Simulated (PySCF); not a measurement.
Compound: C₈H₁₆N₂.
Numbering: `[CH2:1]=[CH:2][N:3]([NH:4][CH2:5][CH2:6][CH3:7])[CH:8]1[CH2:9][CH2:10]1`

Cartesian coordinates in Å at the GFN2-xTB level; atoms count from 1:
```
atom  x, y, z in Å
C1    -2.3677    1.4849   -1.6465
C2    -1.4582    1.4255   -0.6791
N3    -1.1091    0.3081    0.0478
N4     0.0631    0.3202    0.8276
C5     1.3034    0.3464    0.0564
C6     2.4933    0.4516    1.0030
C7     3.8171    0.3569    0.2560
C8    -1.5094   -0.9810   -0.4118
C9    -2.8152   -1.5350    0.0885
C10   -1.5204   -2.0996    0.5816
H11   -2.8989    0.6187   -1.9946
H12   -2.6194    2.4260   -2.0988
H13   -0.9565    2.3263   -0.3440
H14    0.0257    1.1277    1.4469
H15    1.3537   -0.5934   -0.5020
H16    1.3288    1.1750   -0.6715
H17    2.4437    1.4034    1.5386
H18    2.4229   -0.3492    1.7410
H19    4.6509    0.4456    0.9478
H20    3.8978    1.1515   -0.4831
H21    3.8963   -0.5983   -0.2576
H22   -1.2303   -1.2118   -1.4394
H23   -3.3862   -0.9173    0.7631
H24   -3.4151   -2.1213   -0.5907
H25   -1.2121   -1.8576    1.5858
H26   -1.2190   -3.0807    0.2483
```

Definitions: NICS(0) = −σiso at the ring centroid; NICS(1) = −σiso and NICS(1)zz = −σzz at ±1 Å along the ring normal z. Level: GIAO PBE0/pcSseg-1 (PySCF, non-relativistic, gas phase) on the GFN2-xTB geometry, one conformer.

Ring bond lengths (Å), with Mayer bond orders in brackets: C8–C9 1.504 (0.95), C9–C10 1.496 (0.99), C10–C8 1.496 (0.97).

Problem. What do the NICS probes read (ppm)?

Solution. 
| ring | type | NICS(0) | NICS(1), two faces | NICS(1)zz, two faces | rms pucker (Å) | centre to ring atoms, mean (Å) |
| --- | --- | --- | --- | --- | --- | --- |
| C8–C9–C10 | 3-membered carbocycle; formal bonds all single | -42.3 | -7.8 / -8.9 | -18.4 / -23.6 | 0.00 | 0.87 |

Problem. What do they say, and how far can they be read as aromaticity?

Solution. 
- C8–C9–C10: mean NICS(1)zz -21.0 ppm, shielded. C8, C9, C10 have four or more neighbours, and the NICS criterion for π rings isn't applied. The two faces differ by 5.2 ppm, so no symmetry operation interchanges them. NICS(0) lies 34 ppm below the mean NICS(1).

Problem. What field does 14.1 T along the ring normal induce along that normal at the first NICS(1) probe listed for ring C8–C9–C10, 1 Å off the ring?

Solution. NICSzz × B0 = -18.4 ppm × 14.1 T = -259 μT, against the applied field.

Problem. How shielded are the nuclei of the rings and their hydrogens (means over atoms taken as equivalent)?

Solution. 
| atoms | environment | σ isotropic (ppm) |
| --- | --- | --- |
| C8 | sp3 carbon bound to nitrogen | 155.5 |
| C9 (×2) | three-membered-ring carbon | 176.7 |
| H22 | methine hydrogen | 29.57 |
| H23 (×2) | methylene hydrogen | 30.82 |
| H24 (×2) | methylene hydrogen | 31.07 |
